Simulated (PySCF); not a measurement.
## ORD: `InChI=1S/C4H9FSSi/c1-6-4(5)2-3(4)7/h3H,2H2,1,7H3/t3-,4+/m1/s1`

Molfile (atoms numbered from 1):
```
C4H9FSSi
     RDKit          3D

 16 16  0  0  0  0  0  0  0  0999 V2000
    2.5871    0.4704    0.3463 C   0  0  0  0  0  0  0  0  0  0  0  0
    0.9440    1.2541    0.3134 S   0  0  0  0  0  0  0  0  0  0  0  0
    0.1678    0.1830   -0.8897 C   0  0  1  0  0  0  0  0  0  0  0  0
    0.6397    0.4209   -2.1571 F   0  0  0  0  0  0  0  0  0  0  0  0
   -0.1583   -1.2339   -0.5620 C   0  0  0  0  0  0  0  0  0  0  0  0
   -1.2610   -0.2194   -0.7558 C   0  0  1  0  0  0  0  0  0  0  0  0
   -2.2842    0.3960    0.7086 Si  0  0  0  0  0  4  0  0  0  0  0  0
    3.0237    0.5200   -0.6467 H   0  0  0  0  0  0  0  0  0  0  0  0
    2.4911   -0.5600    0.6763 H   0  0  0  0  0  0  0  0  0  0  0  0
    3.1881    1.0372    1.0488 H   0  0  0  0  0  0  0  0  0  0  0  0
    0.0147   -1.9723   -1.3321 H   0  0  0  0  0  0  0  0  0  0  0  0
    0.0493   -1.5804    0.4396 H   0  0  0  0  0  0  0  0  0  0  0  0
   -1.7809   -0.2884   -1.7046 H   0  0  0  0  0  0  0  0  0  0  0  0
   -1.6344   -0.0205    1.9498 H   0  0  0  0  0  0  0  0  0  0  0  0
   -2.3996    1.8492    0.6305 H   0  0  0  0  0  0  0  0  0  0  0  0
   -3.5945   -0.2469    0.5846 H   0  0  0  0  0  0  0  0  0  0  0  0
  1  2  1  0
  2  3  1  0
  3  4  1  6
  3  5  1  0
  5  6  1  0
  6  7  1  0
  6  3  1  0
  1  8  1  0
  1  9  1  0
  1 10  1  0
  5 11  1  0
  5 12  1  0
  6 13  1  6
  7 14  1  0
  7 15  1  0
  7 16  1  0
M  END
```

Method used: TDDFT B3LYP/aug-cc-pVDZ circular dichroism and optical rotation, one conformer, gas phase (PySCF 2.14.0). Geometry: GFN2-xTB.

The molecule is flexible and this is one conformer; a measurement averages over conformers. States above about 6.6 eV (minus the energy of the highest occupied orbital) lie near or above the ionisation threshold and depend on the basis.

Stereocentres: C3 S, C6 R.

(1) What is the specific rotation at 633, 589.3, 546, 436, 405, 365, 355 nm?

(2) And for the mirror image at 589.3 nm?

(3) What is the molar rotation [Φ] = [α]·M/100 of the geometry above at 589.3 nm?

## Answers

(1) [α] in deg dm⁻¹ (g/mL)⁻¹:
```csv
λ (nm),origin-invariant length gauge,modified velocity gauge,length gauge (centre of mass),isotropic polarisability (au)
633,+64.0,+63.1,+66.0,99.3
589.3,+75.3,+74.3,+77.5,99.7
546,+89.9,+88.7,+92.5,100.2
436,+156.7,+155.0,+161.1,102.5
405,+191.3,+189.5,+196.6,103.5
365,+259.7,+257.6,+266.5,105.4
355,+283.6,+281.4,+290.9,105.9
```

(2) -75.3 deg dm⁻¹ (g/mL)⁻¹ (origin-invariant length gauge): the same size and the opposite sign.

(3) With M = 136.26 g/mol, +102.6 deg cm² dmol⁻¹ (origin-invariant length gauge).

The first excitation lies at 5.29 eV (234 nm) with R = +0.2 × 10⁻⁴⁰ esu² cm² (velocity form).
